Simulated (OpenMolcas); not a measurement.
## Potential curves of RuN: spin-free states

Calculated with OpenMolcas 26.06: state-averaged CASSCF(11,9) over Ru 5s 4d, N 2p, XMS-CASPT2 (IPEA 0.25, imaginary shift 0.2 hartree), scalar X2C, ANO-RCC-VDZP, then RASSI spin–orbit state interaction with atomic mean-field integrals. C2 symmetry about the axis (a holds Σ, Δ, Γ; b holds Π, Φ, H; Σ⁺ and Σ⁻ are not told apart); roots by multiplicity and irrep: 2a 3, 4b 4, 2b 10, 6a 1.

XMS-CASPT2 energies in eV from the lowest point. Curves are followed by energy order within each symmetry, so they are adiabatic and may change character at avoided crossings; Σ⁺ and Σ⁻ are counted together.

```json
{"R (Å)": "1.396", "(1)2Σ": "1.504", "(1)2Φ": "4.017", "(1)6Σ": "4.884", "(2)2Φ": "4.225", "(3)2Π": "4.540"}
{"R (Å)": "1.458", "(1)2Σ": "0.611", "(1)2Φ": "2.764", "(1)6Σ": "3.444", "(2)2Φ": "2.955", "(3)2Π": "3.267"}
{"R (Å)": "1.504", "(1)2Σ": "0.229", "(1)2Φ": "2.107", "(1)6Σ": "2.687", "(2)2Φ": "2.332", "(3)2Π": "2.630"}
{"R (Å)": "1.551", "(1)2Σ": "0.040", "(1)2Φ": "1.652", "(1)6Σ": "2.150", "(2)2Φ": "1.927", "(3)2Π": "2.211"}
{"R (Å)": "1.605", "(1)2Σ": "0.000", "(1)2Φ": "1.321", "(1)6Σ": "1.744", "(2)2Φ": "1.661", "(3)2Π": "1.935"}
{"R (Å)": "1.660", "(1)2Σ": "0.105", "(1)2Φ": "1.162", "(1)6Σ": "1.513", "(2)2Φ": "1.573", "(3)2Π": "1.832"}
```

Left out for impure symmetry, kinks or missing points, though low: (1)2Δ, (1)4Π, (1)2Π, (1)4Φ, (2)2Π. Only roots inside an energy window near the equilibrium distance were included, so the list of states is not complete; labels number the states computed. Each spin and symmetry block has orbitals of its own, averaged over its own roots, so gaps between blocks are less sure than gaps within one and near the minimum can be off by tenths of an eV, in bad cases by more. No Rydberg orbitals are active, so Rydberg states, and σ→σ* states whose orbital the CASSCF left unused, can be missing between those listed. No roots were computed in blocks 4a, 6b (none fell in the window or the block failed), so states of that kind are missing and can lie low or lowest. For d and f metals this valence active space lacks a second d shell: the order of states is not reliable within half an eV or more, and the lowest computed state need not be the true ground state. Points that failed a check (symmetry, reference weights, a jump) are left out.
